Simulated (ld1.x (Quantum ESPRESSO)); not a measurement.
Plane-wave convergence, TM potential for Tb

ld1.x (Quantum ESPRESSO) 7.5 input, shortened:

```
&input
   title='Tb', zed=65., rel=1, dft='PBE', iswitch=3,
   config='[Xe] 4f9 5d0.5 6s1.5 6p0'
 /
 &inputp
   pseudotype=2, tm=.true., lloc=0,
   nlcc=.false.
 /
4
5P  2  1   6.00   0.00  1.50  1.50  0.0
5D  3  2   0.50   0.00  2.85  2.85  0.0
4F  4  3   9.00   0.00  0.95  0.95  0.0
6S  1  0   1.50   0.00  3.85  3.85  0.0
 &test
   configts(1)='4f9 5p6 5d0.5 6s1.5 6p0'
 /
```

The pseudo-atom Hamiltonian at the reference potential is diagonalised in spherical Bessel functions j_l(qr) that vanish at 20 bohr, with q² up to the cutoff. All-electron valence levels (Ry): 5p -1.7900, 6p -0.0826, 5d -0.0789, 4f -0.1883, 6s -0.2612.

Problem. How do the lowest levels (Ry) of each channel move with the cutoff, and are there ghosts?

Solution.

```csv
cutoff (Ry),p #1,p #2,p #3,d #1,d #2,f #1,f #2,s #1,s #2,Σ f·Δε (mRy)
8,-1.6265,-0.0659,0.0508,-0.0391,0.0546,0.0873,0.2016,-0.2610,-0.0035,3479.0
25,-1.7549,-0.0671,0.0503,-0.0788,0.0467,0.0873,0.2016,-0.2612,-0.0035,2688.3
50,-1.7873,-0.0676,0.0501,-0.0789,0.0467,0.0873,0.2016,-0.2612,-0.0035,2493.6
100,-1.7900,-0.0676,0.0501,-0.0789,0.0467,0.0873,0.2016,-0.2612,-0.0035,2477.7
180,-1.7901,-0.0676,0.0501,-0.0789,0.0467,0.0873,0.2012,-0.2612,-0.0035,2477.0
400,-1.7901,-0.0676,0.0501,-0.0789,0.0467,-0.1879,0.0874,-0.2612,-0.0035,0.0
```

Result: no extra level below or beside the all-electron valence levels (p, d, f, s tested); 10 mRy is reached at over 300 Ry and 1 mRy at over 300 Ry.

Its largest configuration-test error is -1098 meV.
